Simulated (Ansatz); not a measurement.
One change: `[CH3][SnH2][SeH]` becomes `[OH][SnH2][SeH]`.

Ansatz, PBE0-D4/def2-TZVP geometries, multiplicity 1. Each molecule was computed in one conformer, which needn't be the lowest.

Elements past krypton have def2 core potentials. Scalar relativity is left out up to krypton.

```tsv
property	`[CH3][SnH2][SeH]`
HOMO–LUMO gap (ωB97M-V/def2-TZVPP) / eV	10.09
ideal-gas entropy at 298 K and 1 bar (rigid rotor, harmonic PBE0-D4/def2-TZVP) / J/(mol·K)	360
size of the dipole moment (ωB97M-V/def2-TZVPP) / D	1.98
LUMO energy (B3LYP/def2-TZVPP) / eV	-0.73
HOMO–LUMO gap (PBE/def2-TZVPP) / eV	4.35
HOMO energy (ωB97M-V/def2-TZVPP) / eV	-8.92
```

Task: What does the change do to each property? (Best estimate.)

Result: Computed: 
| property | `[OH][SnH2][SeH]` | shift |
| --- | --- | --- |
| HOMO–LUMO gap (ωB97M-V/def2-TZVPP) / eV | 10.31 | 0.22 |
| ideal-gas entropy at 298 K and 1 bar (rigid rotor, harmonic PBE0-D4/def2-TZVP) / J/(mol·K) | 346 | -14 |
| size of the dipole moment (ωB97M-V/def2-TZVPP) / D | 0.76 | -1.22 |
| LUMO energy (B3LYP/def2-TZVPP) / eV | -1.15 | -0.42 |
| HOMO–LUMO gap (PBE/def2-TZVPP) / eV | 4.34 | -0.01 |
| HOMO energy (ωB97M-V/def2-TZVPP) / eV | -9.38 | -0.46 |

With PBE0 the HOMO falls by 0.45 eV and the LUMO falls by 0.38 eV, so the gap widens by about 0.07 eV. PBE moves the HOMO by -0.42 eV and ωB97M-V by -0.46 eV. The zero-point energy changes by -59.5 kJ/mol with -6 modes. Dipoles are sizes alone; their direction can turn.

B3LYP here is the variant with VWN-RPA as its local correlation; programs differ in this.
